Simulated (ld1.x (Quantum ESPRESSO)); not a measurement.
# What one change does to a pseudopotential (Fe (Z = 26), RRKJ)

Fe (Z = 26), norm-conserving RRKJ (Kleinman–Bylander form), made with ld1.x (Quantum ESPRESSO) 7.5 (LDA (PZ), scalar-relativistic). Core [Ar], reference 3d6 4s2 4p0. Waves: 4p (bound, empty): rc 2.75 bohr; 3d (bound): rc 1.90 bohr; 4s (bound): rc 2.20 bohr. Local part: the s channel. Core correction: none.

Change: wave 3d (bound): rc 1.90 bohr becomes 3d (bound): rc 2.86 bohr.

Cutoffs: the cutoffs (Ry, on a coarse ladder) from which the occupation-weighted sum of valence levels, in a spherical-Bessel basis at the reference potential, stays within 10 and 1 mRy of its value at 400 Ry; they do not see the model core or the augmentation charge, which bear on the density cutoff. Errors are all-electron minus pseudo energies relative to the spin-unpolarised reference configuration.

**Question.** What does the change do?

**Answer.** The potential gets softer (50 Ry and 70 Ry → 25 Ry and 35 Ry); the number of tests that count goes from 9 to 0; neither file shows a bound ghost at the reference potential, the only one tested. A larger radius leaves more room for a smooth pseudo-wave, so fewer plane waves are needed.

| quantity | base | changed |
| --- | --- | --- |
| cutoff, loose | 50 Ry | 25 Ry |
| cutoff, tight | 70 Ry | 35 Ry |
| loose cutoff by channel (10 mRy a level) | d 45 Ry, s 8 Ry | d 21 Ry, s 8 Ry |
| bound ghosts | none | none |
| tests counted (converged, no solver errors) | 9 of 9 | 0 of 9 |

Changed file: Tests not counted: all (the test run did not reproduce the reference configuration, from which every error is measured).
